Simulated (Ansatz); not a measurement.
A nudged elastic band was laid between two geometries of ClH + H4OSn (8 atoms, charge 0, multiplicity 1).

These are results of RKS PBE0-D4/def2-SVP in Ansatz, not measurements.

```json
{
  "movable images": "6",
  "climbing image": "no",
  "spring": "5.0 eV/Å²",
  "optimiser": "quadratic models (default)",
  "start path": "through a guess of the saddle point",
  "force threshold": "0.05 eV/Å",
  "iteration limit": "60",
  "end points": "relaxed"
}
```

Initial state:

```xyz
8
Properties=species:S:1:pos:R:3
Sn -0.373 -0.224 -0.013
H -0.723 -0.584 1.618
O 1.612 0.164 -0.164
H 2.178 -0.604 -0.018
H -1.083 1.198 -0.610
H -0.628 -1.579 -1.029
Cl 1.574 2.317 1.794
H 1.811 1.367 0.877
```

Final state:

```xyz
8
Properties=species:S:1:pos:R:3
Sn -0.364 0.499 -0.629
H 2.167 -0.488 2.506
O 1.484 -0.177 -0.781
H 1.833 -0.486 0.064
H -0.614 1.441 -2.023
H -1.465 -0.762 -0.290
Cl -0.403 1.912 1.262
H 1.729 0.116 2.346
```

**Question.** Which bonds break or form, and what moves?

**Answer.** Bonds broken: Sn1–H2, Cl7–H8. Bonds formed: Sn1–Cl7, H2–H8. ClH + H4OSn becomes ClH3OSn + H2.

**Question.** Give the energies along the band, and the barrier.

**Answer.** The forces met the threshold. The highest image is number 3 of 0 to 7, 17.8 kcal/mol above the first end and 25.6 kcal/mol above the last; the last end lies 7.7 kcal/mol below the first. No image climbed, so the highest image needn't sit at the top of the path. A band with more images between the same ends climbed to 1.55 eV, so this one has probably stepped over the top. The orbitals stay closed-shell, which can raise the energy where a bond breaks towards radicals; this wasn't checked here.

```csv
image,path coordinate (Å),energy (kcal/mol),Sn1–H2 (Å),Cl7–H8 (Å),Sn1–Cl7 (Å)
0,0.00,0.0,1.71,1.34,3.68
1,1.20,6.6,1.71,1.29,3.68
2,2.39,10.3,1.72,1.29,3.80
3,3.59,17.8,1.77,1.32,3.22
4,4.79,17.6,2.34,2.03,2.52
5,5.98,-6.0,3.25,2.57,2.37
6,7.18,-7.6,3.77,2.96,2.36
7,8.38,-7.7,4.15,2.99,2.36
```

**Question.** What is the geometry of the highest image?

**Answer.** 
```xyz
8
Properties=species:S:1:pos:R:3
Sn 0.067 -0.025 -0.172
H 0.292 -0.294 1.564
O 1.876 -0.199 -0.969
H 2.366 -0.932 -0.583
H -0.529 1.387 -0.922
H -0.941 -1.369 -0.474
Cl 0.659 2.387 1.873
H 0.578 1.099 2.138
```

Time of the run: 3.4 min on 2 threads of Arm Neoverse V1, with other jobs on the host, peak memory 0.18 GiB.
